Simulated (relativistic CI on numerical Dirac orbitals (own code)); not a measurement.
Mo: what numerical and physical settings do to a radial Dirac CI calculation

Reference input:

```
atom Mo  Z=42  charge=0  electrons=42
nucleus A=98  rms_radius_fm=4.4091
hamiltonian dirac-coulomb  breit=on  qed=on  c_scale=1
orbitals kli  potential=per-configuration
slater_scale 1
correlation none
mixing on
grid step=0.0125 r_max=201.2
scf mixing=0.4 start=green max_iterations=150 tolerance=2e-08 node_fill=0.05
configurations
  [Kr] 4d5 5s
  [Kr] 4d4 5s2
  [Kr] 4d6
end
```

Computed lowest total energy -4043.25375 Ha, first excitation 15638.2 cm⁻¹, 40 SCF steps. Runs with settings changed; * marks those that are bad on purpose:

```csv
Changed,Outcome,Lowest level,ΔE (Ha),First excitation (cm⁻¹),SCF steps,Message
nuclear radius 5.7318 fm,converged,4d⁵5s ⁷S3,0.0363,15639.0,40,
start potential previous,converged,4d⁵5s ⁷S3,3.77e-09,15638.2,41,
Breit term off,converged,4d⁵5s ⁷S3,-2.42,15531.0,40,
SCF tolerance 1e-14 *,converged,4d⁵5s ⁷S3,1.46e-09,15638.2,103,
Slater scale 5 *,converged,4d⁵5s ⁷S3,-0.717,71116.2,40,
```

With so few configurations and no correlation, terms lie too far apart (by 10 to 50 % near neutrality), their order can be wrong, and levels of other configurations are missing.
